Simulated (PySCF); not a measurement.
PySCF input for BBrH₄N₂, SMILES B(Br)(N)N, TDA-PBE/def2-SVPD. Geometry: PBE0-D3(BJ)/def2-SVP. This is a generated structure with no PubChem entry under its InChIKey; it may be hypothetical. One conformer was computed; it need not be the lowest.

```python
import numpy as np
from pyscf import gto, scf, dft, tdscf

mol = gto.M(
    atom='''
    B     0.00000000   -0.00000000   -0.96355072
    Br    0.00000000   -0.00000000    0.99341056
    N     0.00000000    1.24764228   -1.60941661
    H     0.00000000    2.11590620   -1.09583029
    H     0.00000000    1.35462100   -2.61406136
    N     0.00000000   -1.24764227   -1.60941662
    H     0.00000000   -1.35462099   -2.61406136
    H     0.00000000   -2.11590619   -1.09583030
    ''',
    basis='def2-SVPD',
    charge=0,
    spin=0,
    symmetry=True,
    max_memory=1600,
    verbose=4,
)
mf = dft.RKS(mol, xc='pbe').density_fit(auxbasis='def2-universal-jkfit')
mf.grids.level = 3
mf.conv_tol = 1e-9
mf.max_cycle = 100
mf.kernel()
mf.grids = dft.Grids(mol).set(level=1).build(with_non0tab=True)  # coarser grid for the response kernel
td = tdscf.TDA(mf)
td.singlet = True
td.nstates = 10
td.conv_tol = 1e-4
td.positive_eig_threshold = 1e-6
td.kernel(x0=td.get_init_guess(mf, 15))
td.analyze()
tt = tdscf.TDA(mf)
tt.singlet = False
tt.nstates = 4
tt.conv_tol = 1e-4
tt.positive_eig_threshold = 1e-6
tt.kernel(x0=tt.get_init_guess(mf, 9))
tt.analyze(verbose=3)
```

It prints:

```
PySCF version 2.14.0

[INPUT] verbose = 4
[INPUT] num. atoms = 8
[INPUT] num. electrons = 58
[INPUT] charge = 0
[INPUT] spin (= nelec alpha-beta = 2S) = 0
[INPUT] symmetry True subgroup None
[INPUT] Mole.unit = angstrom
[INPUT] Symbol           X                Y                Z      unit          X                Y                Z       unit  Magmom
[INPUT]  1 B      0.000000000000   0.000000000000  -0.963550720000 AA    0.000000000000   0.000000000000  -1.820846967927 Bohr   0.0
[INPUT]  2 Br     0.000000000000   0.000000000000   0.993410560000 AA    0.000000000000   0.000000000000   1.877273887651 Bohr   0.0
[INPUT]  3 N      0.000000000000   1.247642280000  -1.609416610000 AA    0.000000000000   2.357702210628  -3.041356613226 Bohr   0.0
[INPUT]  4 H      0.000000000000   2.115906200000  -1.095830290000 AA    0.000000000000   3.998483223269  -2.070819127103 Bohr   0.0
[INPUT]  5 H      0.000000000000   1.354621000000  -2.614061360000 AA    0.000000000000   2.559862692584  -4.939860043208 Bohr   0.0
[INPUT]  6 N      0.000000000000  -1.247642270000  -1.609416620000 AA    0.000000000000  -2.357702191731  -3.041356632123 Bohr   0.0
[INPUT]  7 H      0.000000000000  -1.354620990000  -2.614061360000 AA    0.000000000000  -2.559862673687  -4.939860043208 Bohr   0.0
[INPUT]  8 H      0.000000000000  -2.115906190000  -1.095830300000 AA    0.000000000000  -3.998483204372  -2.070819146000 Bohr   0.0

nuclear repulsion = 221.690641656873
point group symmetry = C2v
symmetry origin: [0.00000000e+00 2.93233370e-09 2.60651896e-09]
symmetry axis x: [1. 0. 0.]
symmetry axis y: [0.00000000e+00 1.00000000e+00 7.22698959e-10]
symmetry axis z: [ 0.00000000e+00 -7.22698959e-10  1.00000000e+00]
num. orbitals of irrep A1 = 55
num. orbitals of irrep A2 = 16
num. orbitals of irrep B1 = 23
num. orbitals of irrep B2 = 39
number of shells = 55
number of NR pGTOs = 213
number of NR cGTOs = 133
basis = def2-SVPD
ecp = {}


[settings echo left out]
init E= -2709.26936792019
HOMO (B1) = -0.302393331000317  LUMO (B1) = -0.0432623272269357  gap/eV = 7.05131
cycle= 1 E= -2710.02096840048  delta_E= -0.752  |g|= 0.588  |ddm|= 4.17
HOMO (A2) = -0.115011072754827  LUMO (A1) = -0.00260942230740557  gap/eV = 3.05860
cycle= 2 E= -2709.86184518619  delta_E= 0.159  |g|= 1.01  |ddm|= 1.42
HOMO (B1) = -0.228680794838335  LUMO (A1) = -0.0243931179381143  gap/eV = 5.55895
cycle= 3 E= -2710.09386629855  delta_E= -0.232  |g|= 0.0889  |ddm|= 0.863
HOMO (A2) = -0.224222475037371  LUMO (A1) = -0.0213142399148758  gap/eV = 5.52141
cycle= 4 E= -2710.09621733734  delta_E= -0.00235  |g|= 0.0299  |ddm|= 0.187
HOMO (A2) = -0.224415484008683  LUMO (A1) = -0.0216420088000016  gap/eV = 5.51775
cycle= 5 E= -2710.09644047299  delta_E= -0.000223  |g|= 0.00792  |ddm|= 0.0548
HOMO (A2) = -0.224147047358329  LUMO (A1) = -0.0216670591930925  gap/eV = 5.50976
cycle= 6 E= -2710.09644679043  delta_E= -6.32e-06  |g|= 0.00276  |ddm|= 0.0112
HOMO (A2) = -0.224275135243593  LUMO (A1) = -0.0217179846558473  gap/eV = 5.51186
cycle= 7 E= -2710.09644902013  delta_E= -2.23e-06  |g|= 0.000382  |ddm|= 0.00376
HOMO (A2) = -0.224308217206037  LUMO (A1) = -0.0217303161140232  gap/eV = 5.51243
cycle= 8 E= -2710.09644905523  delta_E= -3.51e-08  |g|= 8.94e-05  |ddm|= 0.000646
HOMO (A2) = -0.224314737399216  LUMO (A1) = -0.0217346739825177  gap/eV = 5.51248
cycle= 9 E= -2710.09644905755  delta_E= -2.33e-09  |g|= 1.07e-05  |ddm|= 0.000176
HOMO (A2) = -0.224313621001226  LUMO (A1) = -0.0217343027751702  gap/eV = 5.51246
cycle= 10 E= -2710.09644905759  delta_E= -3.64e-11  |g|= 2.7e-06  |ddm|= 1.95e-05
HOMO (A2) = -0.224313363368304  LUMO (A1) = -0.0217341251052274  gap/eV = 5.51246
Extra cycle  E= -2710.09644905758  delta_E= 1.05e-11  |g|= 2.35e-06  |ddm|= 1.1e-05
converged SCF energy = -2710.09644905758
tot grids = 32640
Overwritten attributes  positive_eig_threshold  of <class 'pyscf.tdscf.rks.TDA'>


******** <class 'pyscf.tdscf.rks.TDA'> for <class 'pyscf.df.df_jk.DFSymAdaptedRKS'> ********
nstates = 10 singlet
deg_eia_thresh = 1.000e-03
wfnsym = None
conv_tol = 0.0001
eigh lindep = 1e-12
eigh level_shift = 0
eigh max_cycle = 100


Excitation energies (eV)
[5.56388393 5.91901153 6.09469981 6.55852697 6.76435709 6.94698957
 7.04054515 7.10454992 7.16376925 7.24151897]

** Singlet excitation energies and oscillator strengths **
Excited State   1:   A2      5.56388 eV    222.84 nm  f=0.0000
      29 -> 30       -0.70639
Excited State   2:   B1      5.91901 eV    209.47 nm  f=0.0012
      28 -> 30        0.70640
Excited State   3:   B2      6.09470 eV    203.43 nm  f=0.0381
      27 -> 30        0.70553
Excited State   4:   A2      6.55853 eV    189.04 nm  f=0.0000
      29 -> 31       -0.70683
Excited State   5:   B1      6.76436 eV    183.29 nm  f=0.0218
      29 -> 33        0.70393
Excited State   6:   A2      6.94699 eV    178.47 nm  f=0.0000
      29 -> 34        0.70677
Excited State   7:   B1      7.04055 eV    176.10 nm  f=0.0026
      28 -> 31        0.70277
Excited State   8:   A2      7.10455 eV    174.51 nm  f=0.0000
      27 -> 32       -0.28918
      28 -> 33       -0.64471
Excited State   9:   A2      7.16377 eV    173.07 nm  f=0.0000
      27 -> 32        0.64453
      28 -> 33       -0.28900
Excited State  10:   A1      7.24152 eV    171.21 nm  f=0.0514
      27 -> 33       -0.48385
      28 -> 32       -0.50338

** Transition electric dipole moments (AU) **
state          X           Y           Z        Dip. S.      Osc.
  1        -0.0000     -0.0000      0.0000      0.0000      0.0000
  2         0.0896     -0.0000     -0.0000      0.0080      0.0012
  3        -0.0000      0.5053     -0.0000      0.2554      0.0381
  4        -0.0000     -0.0000     -0.0000      0.0000      0.0000
  5        -0.3626     -0.0000     -0.0000      0.1314      0.0218
  6        -0.0000      0.0000     -0.0000      0.0000      0.0000
  7         0.1236     -0.0000     -0.0000      0.0153      0.0026
  8        -0.0000     -0.0000     -0.0000      0.0000      0.0000
  9         0.0000      0.0000     -0.0000      0.0000      0.0000
 10        -0.0000     -0.0000     -0.5383      0.2898      0.0514

** Transition velocity dipole moments (imaginary part, AU) **
state          X           Y           Z        Dip. S.      Osc.
  1         0.0000      0.0000     -0.0000      0.0000      0.0000
  2         0.0016     -0.0000     -0.0000      0.0000      0.0000
  3         0.0000      0.0899      0.0000      0.0081      0.0241
  4        -0.0000     -0.0000     -0.0000      0.0000      0.0000
  5        -0.1094     -0.0000      0.0000      0.0120      0.0321
  6         0.0000      0.0000     -0.0000      0.0000      0.0000
  7         0.0768     -0.0000     -0.0000      0.0059      0.0152
  8         0.0000     -0.0000      0.0000      0.0000      0.0000
  9         0.0000      0.0000      0.0000      0.0000      0.0000
 10        -0.0000     -0.0000     -0.0894      0.0080      0.0200

** Transition magnetic dipole moments (imaginary part, AU) **
state          X           Y           Z
  1        -0.0000      0.0000      0.6344
  2         0.0000     -0.5211     -0.0000
  3         0.4828     -0.0000     -0.0000
  4        -0.0000     -0.0000     -0.0853
  5         0.0000     -0.4716      0.0000
  6        -0.0000     -0.0000      0.0191
  7         0.0000      0.0700      0.0000
  8         0.0000      0.0000     -0.0073
  9         0.0000      0.0000      0.3848
 10         0.0000     -0.0000      0.0000


******** <class 'pyscf.tdscf.rks.TDA'> for <class 'pyscf.df.df_jk.DFSymAdaptedRKS'> ********
nstates = 4 triplet
deg_eia_thresh = 1.000e-03
wfnsym = None
conv_tol = 0.0001
eigh lindep = 1e-12
eigh level_shift = 0
eigh max_cycle = 100


Excitation energies (eV)
[5.39065236 5.83849758 6.01943833 6.18758387]

** Triplet excitation energies and oscillator strengths **
Excited State   1:   A2      5.39065 eV    230.00 nm  f=0.0000
Excited State   2:   B1      5.83850 eV    212.36 nm  f=0.0000
Excited State   3:   B2      6.01944 eV    205.97 nm  f=0.0000
Excited State   4:   B2      6.18758 eV    200.38 nm  f=0.0000
```

The calculation finished and met its thresholds.

Cost: roughly 30 core-seconds.
